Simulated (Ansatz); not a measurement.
Input for Ansatz (a first-principles code): U-SVWN5/def2-TZVPP on CoSn, 2S+1 = 2, a spin state set in the input, which need not be the lowest, a point of a bond scan (R = 2.476 Å). Elements past Kr take the def2 small-core potentials; no spin–orbit coupling.

Ansatz 0.2 input:
```yaml
crystal:
  periodic: [false, false, false]
  atoms:
    - {symbol: Co, position_ang: [0.00000000, 0.00000000, 0.00000000]}
    - {symbol: Sn, position_ang: [0.00000000, 0.00000000, 2.47647400]}
basis:
  gaussian:
    orbitals: def2-TZVPP
    pivot_positions_ang: [[0.00000000, 0.00000000, 0.00000000], [0.00000000, 0.00000000, 2.47647400]]
hamiltonian:
  xc: {name: SVWN5}
magnetization: {spin_polarized: true, initial_magnetization: 1}
output: {forces: true, orbitals: {seedname: ./end}}
```

Problem. Give the final energy of this run.

Solution. -1594.1933 hartree. Its determinant has ⟨S²⟩ = 1.32, a mixture of spin states.

Problem. How many basis functions does it have, and what does it roughly cost on one machine?

Solution. 114 functions; very roughly 14 core-seconds.
